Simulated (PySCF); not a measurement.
```xyz
15

Ti     0.5120    -0.2220     0.2346
O     -0.9170     0.7352    -0.1832
C     -2.2338     1.1299     0.0958
H     -2.8593     1.0524    -0.8213
H     -2.2605     2.1860     0.4451
H     -2.6719     0.4793     0.8865
O      1.7670     0.6339     1.1269
C      2.4013     1.6993     1.7788
H      3.3042     2.0121     1.2093
H      2.7222     1.3830     2.7958
H      1.7217     2.5750     1.8775
S      1.3792    -1.1612    -1.7051
H      0.1713    -1.0164    -2.3256
S     -0.2777    -1.8355     1.7020
H     -0.9997    -2.4160     0.6972
```

Charge 0, multiplicity 1.

Give the Mulliken and meta-Löwdin atomic charges from TPSSh-D3(BJ)/def2-TZVP // BP86-D3(BJ)/def2-SVP in PySCF.


| atom | Mulliken (e) | meta-Löwdin (e) |
|---|---|---|
| Ti1 | 1.21 | 1.19 |
| O2 | -0.52 | -0.52 |
| C3 | -0.18 | -0.08 |
| H4 | 0.13 | 0.11 |
| H5 | 0.13 | 0.11 |
| H6 | 0.13 | 0.11 |
| O7 | -0.54 | -0.50 |
| C8 | -0.19 | -0.08 |
| H9 | 0.14 | 0.12 |
| H10 | 0.14 | 0.12 |
| H11 | 0.13 | 0.11 |
| S12 | -0.45 | -0.45 |
| H13 | 0.17 | 0.10 |
| S14 | -0.45 | -0.44 |
| H15 | 0.17 | 0.10 |
